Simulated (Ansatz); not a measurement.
The inner images of a band of BFH6OSi (10 atoms, charge 0, multiplicity 1) are given out of order.

The calculation used RKS PBE0-D4/6-31G* in Ansatz.

First end point:

```xyz
10
Properties=species:S:1:pos:R:3
B -0.143 -0.073 0.158
F -0.627 0.077 1.435
H 0.843 0.568 -0.110
H -0.989 -0.215 -0.707
O 0.465 -1.674 0.198
Si -0.748 -2.840 -0.163
H -0.200 -4.129 0.337
H -2.013 -2.513 0.529
H -0.884 -2.851 -1.633
H 0.949 -1.797 1.029
```

Last end point:

```xyz
10
Properties=species:S:1:pos:R:3
B 0.083 -0.147 -0.759
F 0.180 -1.695 2.677
H 0.631 0.844 -0.367
H -0.291 -0.278 -1.894
O -0.117 -1.147 0.139
Si -0.871 -2.653 -0.097
H 0.093 -3.708 0.288
H -2.088 -2.697 0.744
H -1.223 -2.763 -1.537
H 0.257 -1.203 1.877
```

Q: Put them in order from the first end to the last, with their energies above the first end.
A.
```xyz
10
Properties=species:S:1:pos:R:3
B -0.033 -0.216 0.006
F 0.094 -0.030 1.623
H 0.862 0.397 -0.497
H -1.175 -0.006 -0.302
O 0.291 -1.672 0.241
Si -0.715 -2.933 -0.251
H -0.120 -4.183 0.283
H -2.086 -2.745 0.293
H -0.750 -2.963 -1.733
H 0.286 -1.095 1.409
```
B.
```xyz
10
Properties=species:S:1:pos:R:3
B -0.113 -0.047 0.139
F -0.202 0.327 1.461
H 0.809 0.416 -0.482
H -1.176 -0.193 -0.435
O 0.377 -1.696 0.363
Si -0.712 -2.892 -0.208
H -0.150 -4.194 0.232
H -2.062 -2.692 0.368
H -0.701 -2.768 -1.679
H 0.582 -1.708 1.312
```
C.
```xyz
10
Properties=species:S:1:pos:R:3
B -0.034 -0.289 -0.303
F 0.018 -0.301 2.107
H 0.862 0.501 -0.362
H -1.181 0.017 -0.489
O 0.307 -1.610 -0.141
Si -0.747 -2.907 -0.329
H -0.130 -4.056 0.381
H -2.072 -2.600 0.268
H -0.888 -3.209 -1.776
H 0.518 -0.993 1.717
```
D.
```xyz
10
Properties=species:S:1:pos:R:3
B -0.029 -0.220 -0.499
F 0.056 -0.860 2.450
H 0.786 0.631 -0.289
H -1.075 0.005 -1.049
O 0.274 -1.485 -0.095
Si -0.770 -2.813 -0.251
H -0.112 -3.938 0.453
H -2.085 -2.498 0.356
H -0.928 -3.131 -1.693
H 0.533 -1.137 1.690
```
E.
```xyz
10
Properties=species:S:1:pos:R:3
B -0.003 -0.155 -0.664
F 0.145 -1.399 2.639
H 0.693 0.763 -0.333
H -0.794 -0.079 -1.567
O 0.126 -1.315 0.032
Si -0.807 -2.725 -0.159
H -0.042 -3.823 0.470
H -2.120 -2.536 0.501
H -0.983 -2.973 -1.614
H 0.438 -1.206 1.765
```

A: B (+0.4 kcal/mol), A (+18.1 kcal/mol), C (+11.4 kcal/mol), D (+10.3 kcal/mol), E (+9.2 kcal/mol).

Time of the run: 3.3 min on 1 thread of Intel(R) Xeon(R) Platinum 8488C (Sapphire Rapids), with other jobs on the host, peak memory 0.17 GiB.
